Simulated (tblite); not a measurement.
A geometry optimisation, step by step.

Species: C₄H₇B₂Cl.
SMILES with atom numbers: `[BH2:1][C@H:2]1[BH:3][CH:4]=[C:5]([Cl:6])[CH2:7]1` (hydrogens: H8, H9 on B1; H10 on C2; H11 on B3; H12 on C4; H13, H14 on C7)

Computed with GFN2-xTB (tblite), gas phase: L-BFGS steps from a force-field or distance-geometry start until the largest atomic force falls under 0.01 eV/Å. 11 of its 46 geometries are shown.

Step 0: E = -520.0521 eV, largest atomic force 1.036 eV/Å
```
atom  x, y, z in Å  |  force x, y, z in eV/Å
B1     -2.042   -0.373    0.129    0.057  -0.003  -0.214
C2     -0.711    0.212   -0.518   -0.194  -0.303   0.487
B3     -0.063    1.298    0.445   -0.389   0.769  -0.196
C4      1.367    0.856    0.734   -0.157   0.773   0.671
C5      1.582   -0.316    0.150    0.296  -0.582  -0.377
Cl6     3.112   -1.162    0.247   -0.663   0.071  -0.171
C7      0.412   -0.848   -0.634    0.416  -0.545   0.127
H8     -2.027   -0.884    1.196    0.082   0.090  -0.350
H9     -3.056   -0.327   -0.479    0.209   0.083   0.268
H10    -0.928    0.660   -1.495    0.101  -0.168   0.135
H11    -0.565    2.326    0.760    0.145  -0.419  -0.052
H12     2.095    1.380    1.340    0.043  -0.206  -0.149
H13     0.696   -0.983   -1.685   -0.051  -0.151   0.197
H14     0.125   -1.841   -0.214    0.107   0.590  -0.376
```

Step 4: E = -520.1367 eV, largest atomic force 0.193 eV/Å
```
atom  x, y, z in Å  |  force x, y, z in eV/Å
B1     -2.034   -0.378    0.117    0.061  -0.014  -0.014
C2     -0.708    0.193   -0.495    0.077   0.061  -0.054
B3     -0.070    1.325    0.424   -0.011   0.000   0.052
C4      1.348    0.870    0.753    0.071   0.172   0.053
C5      1.583   -0.302    0.149   -0.103  -0.008  -0.015
Cl6     3.064   -1.165    0.231   -0.034  -0.104  -0.059
C7      0.434   -0.850   -0.626   -0.127   0.023  -0.034
H8     -2.018   -0.882    1.169    0.063  -0.146   0.050
H9     -3.047   -0.315   -0.460   -0.073   0.129   0.005
H10    -0.914    0.636   -1.473    0.053  -0.086  -0.039
H11    -0.569    2.318    0.762   -0.119   0.081  -0.014
H12     2.107    1.368    1.335    0.014  -0.007   0.027
H13     0.695   -0.999   -1.675    0.069  -0.023  -0.003
H14     0.130   -1.821   -0.233    0.060  -0.078   0.046
```

Step 9: E = -520.1553 eV, largest atomic force 0.135 eV/Å
```
atom  x, y, z in Å  |  force x, y, z in eV/Å
B1     -2.027   -0.382    0.117   -0.018   0.053   0.038
C2     -0.703    0.198   -0.497   -0.034  -0.052  -0.041
B3     -0.076    1.341    0.430    0.001  -0.062  -0.080
C4      1.350    0.891    0.755   -0.032  -0.076  -0.014
C5      1.567   -0.290    0.154    0.079  -0.007   0.020
Cl6     3.030   -1.191    0.210    0.025  -0.002   0.034
C7      0.428   -0.849   -0.624    0.048   0.045   0.049
H8     -1.995   -0.922    1.158    0.032  -0.075  -0.107
H9     -3.051   -0.271   -0.442    0.030   0.074   0.090
H10    -0.898    0.613   -1.487   -0.034   0.057  -0.002
H11    -0.603    2.331    0.755    0.003  -0.046  -0.023
H12     2.120    1.368    1.345   -0.069   0.008  -0.045
H13     0.711   -1.008   -1.669   -0.017   0.035   0.053
H14     0.146   -1.829   -0.228   -0.016   0.047   0.029
```

Step 14: E = -520.1775 eV, largest atomic force 0.209 eV/Å
```
atom  x, y, z in Å  |  force x, y, z in eV/Å
B1     -2.016   -0.361    0.130    0.018  -0.111  -0.090
C2     -0.706    0.188   -0.519    0.070   0.043   0.074
B3     -0.088    1.335    0.404    0.034   0.038   0.071
C4      1.338    0.892    0.754    0.019   0.052  -0.001
C5      1.575   -0.289    0.165   -0.106  -0.021  -0.018
Cl6     3.013   -1.228    0.208    0.061   0.124   0.118
C7      0.435   -0.842   -0.607   -0.031  -0.116  -0.139
H8     -1.942   -1.032    1.088   -0.027   0.008  -0.057
H9     -3.056   -0.154   -0.362   -0.052   0.115   0.121
H10    -0.898    0.612   -1.509   -0.014  -0.054   0.081
H11    -0.641    2.312    0.727    0.075  -0.019  -0.020
H12     2.098    1.383    1.339   -0.003   0.089   0.051
H13     0.729   -1.002   -1.641    0.028  -0.095  -0.184
H14     0.159   -1.815   -0.198   -0.073  -0.053  -0.008
```

Step 18: E = -520.2070 eV, largest atomic force 0.219 eV/Å
```
atom  x, y, z in Å  |  force x, y, z in eV/Å
B1     -2.005   -0.365    0.118   -0.135   0.000   0.092
C2     -0.693    0.176   -0.525   -0.154  -0.114  -0.067
B3     -0.088    1.327    0.388   -0.050  -0.008   0.047
C4      1.331    0.896    0.751    0.036  -0.071  -0.086
C5      1.567   -0.293    0.170    0.144   0.030  -0.020
Cl6     3.022   -1.215    0.250   -0.052   0.132   0.075
C7      0.441   -0.858   -0.623    0.087   0.037   0.082
H8     -1.909   -1.129    1.003   -0.115  -0.019  -0.057
H9     -3.068   -0.018   -0.249    0.190   0.016   0.107
H10    -0.908    0.605   -1.501    0.031   0.048  -0.141
H11    -0.648    2.293    0.699   -0.032   0.181   0.046
H12     2.068    1.417    1.339    0.046  -0.081   0.009
H13     0.745   -1.025   -1.660   -0.042  -0.099   0.097
H14     0.145   -1.812   -0.181    0.049  -0.052  -0.185
```

Step 22: E = -520.2318 eV, largest atomic force 0.350 eV/Å
```
atom  x, y, z in Å  |  force x, y, z in eV/Å
B1     -2.012   -0.370    0.126    0.329   0.107  -0.056
C2     -0.703    0.151   -0.540    0.121   0.120   0.032
B3     -0.105    1.322    0.382   -0.048   0.034  -0.059
C4      1.323    0.901    0.736   -0.120   0.097   0.025
C5      1.575   -0.287    0.164   -0.158   0.002  -0.008
Cl6     3.030   -1.178    0.306    0.110  -0.042  -0.006
C7      0.453   -0.866   -0.627   -0.110  -0.024  -0.038
H8     -1.917   -1.214    0.918   -0.127  -0.184   0.135
H9     -3.040    0.102   -0.126   -0.200   0.109  -0.024
H10    -0.905    0.601   -1.516    0.027  -0.068   0.052
H11    -0.653    2.310    0.684    0.038  -0.096  -0.024
H12     2.053    1.422    1.338   -0.010  -0.079  -0.060
H13     0.752   -1.067   -1.658    0.051   0.090  -0.038
H14     0.148   -1.827   -0.210    0.096  -0.067   0.069
```

Step 27: E = -520.2457 eV, largest atomic force 0.106 eV/Å
```
atom  x, y, z in Å  |  force x, y, z in eV/Å
B1     -1.997   -0.360    0.134   -0.078  -0.021   0.039
C2     -0.694    0.149   -0.543   -0.047  -0.095  -0.007
B3     -0.114    1.326    0.369    0.055  -0.019  -0.018
C4      1.306    0.906    0.730    0.054  -0.063   0.006
C5      1.563   -0.286    0.166    0.056  -0.024   0.023
Cl6     3.036   -1.162    0.327   -0.050   0.021  -0.030
C7      0.453   -0.874   -0.632    0.054   0.008   0.016
H8     -1.947   -1.266    0.878   -0.042   0.032  -0.027
H9     -3.025    0.164   -0.060    0.034   0.034  -0.002
H10    -0.900    0.589   -1.520   -0.024  -0.029  -0.004
H11    -0.658    2.308    0.673   -0.059   0.038  -0.013
H12     2.045    1.414    1.329    0.011   0.026   0.012
H13     0.764   -1.068   -1.662    0.014   0.079  -0.005
H14     0.166   -1.841   -0.212    0.021   0.013   0.009
```

Step 32: E = -520.2520 eV, largest atomic force 0.095 eV/Å
```
atom  x, y, z in Å  |  force x, y, z in eV/Å
B1     -2.005   -0.359    0.145    0.036   0.016  -0.052
C2     -0.697    0.129   -0.540    0.051   0.071   0.036
B3     -0.115    1.323    0.354   -0.030  -0.004   0.057
C4      1.305    0.905    0.731   -0.015   0.048  -0.012
C5      1.567   -0.287    0.172    0.006   0.024   0.002
Cl6     3.038   -1.157    0.333    0.029  -0.023  -0.012
C7      0.462   -0.879   -0.631    0.005  -0.008   0.016
H8     -1.984   -1.301    0.835   -0.045  -0.033   0.047
H9     -3.001    0.232   -0.002   -0.029   0.022  -0.009
H10    -0.908    0.563   -1.520   -0.039  -0.020   0.013
H11    -0.676    2.304    0.650    0.044  -0.053  -0.049
H12     2.042    1.419    1.328   -0.015   0.013   0.006
H13     0.781   -1.044   -1.663   -0.003  -0.019   0.016
H14     0.189   -1.850   -0.213    0.005  -0.034  -0.061
```

Step 36: E = -520.2545 eV, largest atomic force 0.040 eV/Å
```
atom  x, y, z in Å  |  force x, y, z in eV/Å
B1     -2.008   -0.360    0.144    0.002   0.005   0.040
C2     -0.694    0.125   -0.533   -0.010  -0.035  -0.004
B3     -0.115    1.319    0.357    0.015   0.000  -0.016
C4      1.307    0.908    0.731    0.007  -0.020   0.015
C5      1.571   -0.285    0.174    0.003  -0.014   0.006
Cl6     3.045   -1.155    0.333   -0.008   0.009  -0.011
C7      0.467   -0.880   -0.629    0.006   0.003  -0.003
H8     -2.014   -1.307    0.830    0.000  -0.018   0.002
H9     -2.993    0.254    0.010   -0.018   0.015  -0.033
H10    -0.918    0.549   -1.514   -0.001   0.014   0.018
H11    -0.675    2.300    0.636   -0.003   0.032   0.005
H12     2.041    1.424    1.330   -0.007   0.017  -0.005
H13     0.786   -1.034   -1.663    0.008  -0.005   0.002
H14     0.199   -1.859   -0.227    0.007  -0.002  -0.015
```

Step 40: E = -520.2551 eV, largest atomic force 0.020 eV/Å
```
atom  x, y, z in Å  |  force x, y, z in eV/Å
B1     -2.010   -0.358    0.149   -0.013  -0.004  -0.010
C2     -0.695    0.123   -0.529   -0.006   0.009   0.015
B3     -0.113    1.318    0.358   -0.016   0.004   0.000
C4      1.309    0.906    0.734   -0.015   0.009  -0.003
C5      1.573   -0.287    0.176   -0.007   0.007  -0.001
Cl6     3.046   -1.156    0.326    0.012   0.000   0.000
C7      0.469   -0.880   -0.629   -0.007  -0.008  -0.001
H8     -2.021   -1.303    0.839    0.009  -0.005   0.007
H9     -2.997    0.249   -0.006    0.004   0.007  -0.004
H10    -0.922    0.549   -1.509    0.008   0.000   0.008
H11    -0.672    2.303    0.634    0.019  -0.003  -0.005
H12     2.041    1.428    1.330    0.003  -0.010  -0.003
H13     0.787   -1.030   -1.663    0.007   0.005  -0.005
H14     0.202   -1.862   -0.233    0.001  -0.010   0.003
```

Step 45: E = -520.2553 eV, largest atomic force 0.009 eV/Å
```
atom  x, y, z in Å  |  force x, y, z in eV/Å
B1     -2.012   -0.360    0.149    0.005   0.000   0.000
C2     -0.696    0.122   -0.526    0.000  -0.008  -0.005
B3     -0.114    1.318    0.359    0.002  -0.003   0.000
C4      1.308    0.906    0.734    0.004  -0.003   0.004
C5      1.572   -0.287    0.176   -0.002  -0.004   0.001
Cl6     3.048   -1.153    0.325    0.001   0.003  -0.002
C7      0.468   -0.881   -0.628   -0.003   0.001   0.001
H8     -2.022   -1.303    0.842   -0.001   0.001  -0.003
H9     -2.997    0.249   -0.010   -0.005  -0.002   0.001
H10    -0.921    0.549   -1.506    0.002   0.000   0.000
H11    -0.668    2.305    0.633   -0.002   0.006  -0.003
H12     2.041    1.427    1.329    0.004   0.002   0.001
H13     0.788   -1.028   -1.663   -0.006   0.005   0.005
H14     0.203   -1.865   -0.235    0.002   0.003   0.000
```

**Question.** Summarise the path.

**Answer.** The energy falls by 4.69 kcal/mol from step 0 to step 45; nine tenths of that is first reached at step 24. It falls at every step. The largest force goes from 1.036 to 0.009 eV/Å. Among the bonds B1–C2 changes most, from 1.591 to 1.556 Å; the atoms move by 0.262 Å rms after alignment.

What follows is the cost of the whole relaxation. On Intel Xeon at 2.50 GHz, one thread, shared host, this took 1.0 s.
